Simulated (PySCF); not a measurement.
Compound: CH4B2F2O2.
Numbering: `[OH:1][B:2]([OH:3])[CH2:4][B:5]([F:6])[F:7]` (hydrogens: H8 on O1; H9 on O3; H10, H11 on C4)

Computed by this run: PBE0-D3(BJ)/def2-SVP geometry optimisation, gas phase (PySCF 2.14.0); density fitting, grid level 1; the optimiser is geomeTRIC in internal coordinates, started from a GFN2-xTB structure with every atom displaced at random (about 0.01 Å).

The end geometry, which sets the zero of energy:
```
atom  x, y, z in Å
O1     -1.1579    0.1291   -1.4524
B2     -0.7967    0.0741   -0.1380
O3     -1.3850    0.8108    0.8476
C4      0.3943   -0.8800    0.2653
B5      1.7005   -0.0427    0.2610
F6      2.1590    0.5684    1.3431
F7      2.4105    0.1410   -0.8416
H8     -1.8654    0.7457   -1.6621
H9     -2.0896    1.3998    0.5615
H10     0.2087   -1.2789    1.2725
H11     0.4647   -1.6888   -0.4760
```

Question: These geometries come from the run, each turned onto the end geometry. Order them by energy, lowest first.
A.
```
atom  x, y, z in Å
O1     -1.1432    0.1322   -1.4505
B2     -0.8002    0.0772   -0.1319
O3     -1.3825    0.8102    0.8609
C4      0.3908   -0.8804    0.2657
B5      1.6950   -0.0437    0.2523
F6      2.1385    0.5769    1.3356
F7      2.4147    0.1315   -0.8460
H8     -1.8500    0.7409   -1.6738
H9     -2.0891    1.3924    0.5736
H10     0.2111   -1.2761    1.2747
H11     0.4581   -1.6829   -0.4796
```
B.
```
atom  x, y, z in Å
O1     -1.1267    0.1680   -1.4427
B2     -0.8298    0.0983   -0.1419
O3     -1.4770    0.7675    0.8402
C4      0.4298   -0.8658    0.2664
B5      1.7344   -0.0635    0.2345
F6      2.2047    0.6102    1.2853
F7      2.5035    0.0640   -0.8292
H8     -1.8439    0.7823   -1.7029
H9     -2.1801    1.3579    0.6337
H10     0.2022   -1.2558    1.2735
H11     0.4260   -1.6848   -0.4361
```
C.
```
atom  x, y, z in Å
O1     -1.1502    0.1330   -1.4506
B2     -0.7910    0.0593   -0.1336
O3     -1.3778    0.7996    0.8482
C4      0.3923   -0.9067    0.2741
B5      1.6793   -0.0374    0.2457
F6      2.1141    0.6360    1.2998
F7      2.3934    0.1179   -0.8587
H8     -1.7823    0.8293   -1.6540
H9     -2.1093    1.3614    0.5761
H10     0.2154   -1.2880    1.2889
H11     0.4593   -1.7259   -0.4549
```
D.
```
atom  x, y, z in Å
O1     -1.1469    0.1191   -1.4563
B2     -0.7773    0.0556   -0.1385
O3     -1.3556    0.7899    0.8502
C4      0.3870   -0.9191    0.2776
B5      1.6673   -0.0330    0.2315
F6      2.0647    0.6736    1.2780
F7      2.3759    0.1205   -0.8776
H8     -1.7147    0.8769   -1.6605
H9     -2.1141    1.3392    0.6129
H10     0.2094   -1.2869    1.2986
H11     0.4475   -1.7574   -0.4350
```

Answer: A (0.003 eV), C (0.009 eV), D (0.032 eV), B (0.118 eV).

In the order of the answer:

```json
{"step": "3", "E above end (eV)": "0.003", "largest force (eV/Å)": "0.21", "rms force component (eV/Å)": "0.064", "rms distance from end (Å)": "0.013", "rms bond change (Å)": "0.001", "bond most changed (Å)": "O1–H8 -0.003"}
{"step": "2", "E above end (eV)": "0.009", "largest force (eV/Å)": "0.15", "rms force component (eV/Å)": "0.056", "rms distance from end (Å)": "0.052", "rms bond change (Å)": "0.001", "bond most changed (Å)": "O1–B2 +0.003"}
{"step": "1", "E above end (eV)": "0.032", "largest force (eV/Å)": "0.44", "rms force component (eV/Å)": "0.160", "rms distance from end (Å)": "0.089", "rms bond change (Å)": "0.004", "bond most changed (Å)": "O1–H8 +0.007"}
{"step": "0", "E above end (eV)": "0.118", "largest force (eV/Å)": "1.77", "rms force component (eV/Å)": "0.656", "rms distance from end (Å)": "0.075", "rms bond change (Å)": "0.025", "bond most changed (Å)": "B2–C4 +0.059"}
```

The cost below is that of the whole optimisation. On an Arm Neoverse V1 with one thread, on a shared host, this took 36 s of wall time and 0.51 GiB of memory at its peak.
